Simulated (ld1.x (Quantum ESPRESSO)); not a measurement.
# Zn: one change to a TM potential, before and after

Zn, norm-conserving Troullier–Martins (Kleinman–Bylander form), made with ld1.x (Quantum ESPRESSO) 7.5 (PBEsol, fully relativistic). Core [Ar] 3d10, reference 4s1 4p1. Waves: 4s (bound): rc 1.75 bohr; 4p (bound): rc 2.65 bohr; 4d channel at -0.1 Ry: rc 2.65 bohr. Local part: all-electron potential smoothed inside 2.30 bohr (lloc = -1). Core correction: none.

Open shells are filled in proportion to 2j + 1 (rel_dist='average').

All-electron outer shells of the reference configuration (PBEsol, scalar-relativistic, ld1.x):

```csv
shell,level (eV),outermost node (bohr),outermost maximum (bohr)
3p,-85.50,0.25,0.59
3d,-12.36,–,0.57
4s,-7.41,0.85,2.04
4p,-2.09,0.92,2.89
```

Change: local potential all-electron potential smoothed inside 1.00 bohr (lloc = -1).

Cutoffs: the cutoffs (Ry, on a coarse ladder) from which the occupation-weighted sum of valence levels, in a spherical-Bessel basis at the reference potential, stays within 10 and 1 mRy of its value at 400 Ry; they do not see the model core or the augmentation charge, which bear on the density cutoff. Errors are all-electron minus pseudo energies relative to the spin-unpolarised reference configuration.

How do hardness, ghosts and transferability respond?

The potential gets harder (10 Ry and 30 Ry → 15 Ry and 30 Ry); the bound ghosts move from d to s; of the 5 tests that both files solve, the error grows in 1 and shrinks in 0 by more than 15 % and 0.3 meV (median size 25.5 → 25.5 meV); the range in which the p1/2 phases agree narrows (upper end 2.3 → 0.7); the range in which the p3/2 phases agree narrows (upper end 2.3 → 0.6). In the separable form a ghost depends on how the local part lies against the semilocal potential of the channel, so the choice of the local part can create or remove one.

```tsv
quantity	base	changed
cutoff, loose	10 Ry	15 Ry
cutoff, tight	30 Ry	30 Ry
loose cutoff by channel (10 mRy a level)	s 10 Ry, p 6 Ry	s 15 Ry, p 6 Ry
bound ghosts	d3/2, d5/2	s
error for 4s2 4p0, meV [ΔE -5.13 eV]	+26	+26
error for 4s1 4p0, meV [ΔE 4.77 eV]	+9.9	+9.6
error for 4s1.5 4p0, meV [ΔE -1.18 eV]	+20	+20
error for 4s0 4p1, meV [ΔE 11.13 eV]	+72	+85
error for 4s0 4p2, meV [ΔE 5.48 eV]	+45	+46
s: phases at 2.91 bohr within 0.05 rad from the reference energy up to (Ry; the scan ends near 5)	1.8	2.1
p1/2: phases at 2.91 bohr within 0.05 rad from the reference energy up to (Ry; the scan ends near 5)	2.3	0.7
p3/2: phases at 2.91 bohr within 0.05 rad from the reference energy up to (Ry; the scan ends near 5)	2.3	0.6
d3/2: phases at 2.91 bohr within 0.05 rad from the reference energy up to (Ry; the scan ends near 5)	0.4	0.3
d5/2: phases at 2.91 bohr within 0.05 rad from the reference energy up to (Ry; the scan ends near 5)	0.4	0.3
```

 A true bound ghost makes a file unfit for plane-wave use even where its test errors are small: the radial tests pick states by their node count and pass the ghost by.
